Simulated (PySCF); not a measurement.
C₄H₅FO. Atoms are numbered in the order given.

```xyz
11

F      0.0126    -2.1157     0.0000
C     -0.0369    -0.7748     0.0000
C     -1.1403    -0.0006     0.0000
O     -0.8704     1.3410     0.0000
C      0.5785     1.4876     0.0000
C      1.2073     0.0696     0.0000
H     -2.1998    -0.2842     0.0000
H      0.8575     2.0766     0.8978
H      0.8575     2.0766    -0.8978
H      1.8416    -0.1230     0.8931
H      1.8416    -0.1230    -0.8931
```
Charge 0, spin multiplicity 1.

Geometry optimised at PBE-D3(BJ)/def2-SVP. The geometry has at least one imaginary mode, so it is a saddle point at that level. Other conformers were not sampled.

Level of theory: PBE/pcSseg-1 (PySCF).

GIAO shieldings, no solvent; atoms alike by connectivity are averaged. δ = σ(ref) − σ: ¹⁹F against CFCl3 (σ = 133.6 ppm); ¹³C against TMS (σ = 182.0 ppm); ¹⁷O against H2O (σ = 334.3 ppm); ¹H against TMS (σ = 31.49 ppm), references at their B3LYP-D3(BJ)/def2-TZVP geometries, non-relativistic.

```
atoms     nucleus  count     δ (ppm)
--------  -------  -----  ----------
F1            ¹⁹F      1      -206.0
C2            ¹³C      1  (withheld)
C3            ¹³C      1       136.0
C5            ¹³C      1  (withheld)
C6            ¹³C      1        36.6
O4            ¹⁷O      1  (withheld)
H7             ¹H      1        6.62
H8, H9         ¹H      2        4.95
H10, H11       ¹H      2  (withheld)
```

**Question.** Some entries are withheld; supply them. (An estimate is asked for; the answer gives what the named calculation found.)

**Answer.** 
- O4, δ (ppm): 94.0
- C2, δ (ppm): 157.5
- H10, H11, δ (ppm): 3.51
- C5, δ (ppm): 77.2
